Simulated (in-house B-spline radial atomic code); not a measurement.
**How G0W0 and RPA depend on the start: Mg II (Mg+)**

Configuration [Ne] 3s1, highest spin. Computed with an all-electron radial atomic-structure program (B-spline basis): all electrons, scalar-relativistic (spin-free one-electron X2C), finite nucleus, each spin shell either full or empty, empty states to l = 9 with an (l + 1/2)⁻⁴ tail; G0W0 by contour deformation at full frequency.

RPA overbinds a lone outer s electron by self-correlation, and G0W0 tends to as well.

```
            start  mean-field 3s up (eV)  G0W0 (eV)  QP weight  RPA correlation (Eh)
     Hartree-Fock                -14.760          ?          ?                     ?
         LDA VWN5                -12.001    -15.634      0.915              -0.64454
              PBE                -11.916    -15.595      0.911              -0.64284
             PBE0                -12.727          ?          ?                     ?
           r2SCAN                -12.070    -15.607      0.929              -0.62826
            HSE06                -12.345    -15.579      0.929              -0.62245
  B3LYP (VWN-RPA)                -12.634    -15.598      0.937              -0.62492
             TPSS                -11.863    -15.581      0.913              -0.63703
        BHandHLYP                -13.459    -15.545      0.955              -0.59941
        CAM-B3LYP                -13.956    -15.571      0.959                -0.613
          LC-wPBE                -15.038    -15.550      0.969              -0.60968
            wB97X                -14.553    -15.512      0.968              -0.60558
           PBEsol                -11.886    -15.611      0.912                -0.643
             BLYP                -11.841    -15.597      0.912              -0.64427
          r2SCAN0                -12.827    -15.575      0.945              -0.61005
LDA exchange-only                -11.373    -15.580      0.902              -0.64432
```

What G0W0 level, weight and RPA correlation energy follow from the Hartree-Fock start?

G0W0 level -15.446 eV, weight 0.971, RPA correlation -0.56263 hartree.

What G0W0 level, weight and RPA correlation energy follow from the PBE0 start?

G0W0 level -15.581 eV, weight 0.940, RPA correlation -0.61907 hartree.

How much of the dependence on the start does G0W0 remove?

The mean-field levels span 3.66 eV and the G0W0 levels 0.188 eV. Against 15.035 eV (NIST, measured) the G0W0 removal energies are off by +0.41 to +0.60 eV, with spin-orbit coupling, Breit and QED terms left out.
